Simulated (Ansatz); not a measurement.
Consider the formal loss of a carbene: `CB(N)O[SiH3]` → `NBO[SiH3]` + `[CH2]` (triplet).

Calculated with Ansatz (gas phase, PBE0-D4/def2-TZVP geometries, no zero-point term in ΔE). CCSD(T)/CBS is the MP2 limit (def2-TZVPP, def2-QZVPP) plus CCSD(T) − MP2 in def2-TZVPP, frozen cores. This one scheme is used for every species. DFT in def2-TZVPP. HSE06 is defined as in plane-wave codes. Triplets are unrestricted, without spin–orbit coupling. One conformer a species, not always the lowest.

```tsv
level	ΔE (eV)
r2SCAN-D4	4.76
r2SCAN	4.74
HSE06	4.89
HF/def2-SVP	3.47
MP2/def2-SVP	4.84
CCSD/def2-SVP	4.66
MP2/def2-TZVPP	4.98
MP2/CBS(def2)	5.10
```

What does CCSD(T)/CBS give? (Best estimate.)

The calculation gave: +4.97 eV. The listed levels differ from it by -0.21, -0.23, -0.08, -1.50, -0.13, -0.31, 0.01, 0.13 eV.

Largest T1 diagnostic among the species: 0.012.

From r2SCAN to r2SCAN0 (25 % exact exchange), in def2-TZVPP and without D4, ΔE moves by −0.04 eV. The D4 term adds +0.13 eV with B3LYP and +0.07 eV with PBE0; it sums over pairs of atoms, weighted by their polarisabilities, and B3LYP, whose exchange is more repulsive, gets the larger term. Leaving LDA and LC-ωPBE aside and taking each functional with its dispersion term where it has one, the values, not all of them listed here, spread over 0.34 eV, from r2SCAN0-D4 to ωB97X-V. LDA lies +0.79 eV from PBE without D4.

B3LYP here is the variant with VWN-RPA as its local correlation; programs differ in this.
